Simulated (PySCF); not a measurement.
Correlation energy of Ir+ (iridium, charge +1)

[Xe] 4f14 5d7 6s1, high-spin 5F determinant. Calculation: PySCF 2.14, in def2-TZVP with the def2 core potential (60 electrons); scalar relativity through the core potential. Frozen: 5s2 5p6; 8 electrons correlated.

MP2 pair energies summed by pair of shells (mhartree):

```csv
pair,energy,share (%)
5d-5d,-100.66,76.6
5d-6s,-30.83,23.4
```

Total MP2 correlation energy: -131.49 mhartree.

Same-spin part -59.56 and opposite-spin part -71.92 mhartree; SCS-MP2 scales them by 1/3 and 6/5 to -106.16 mhartree.
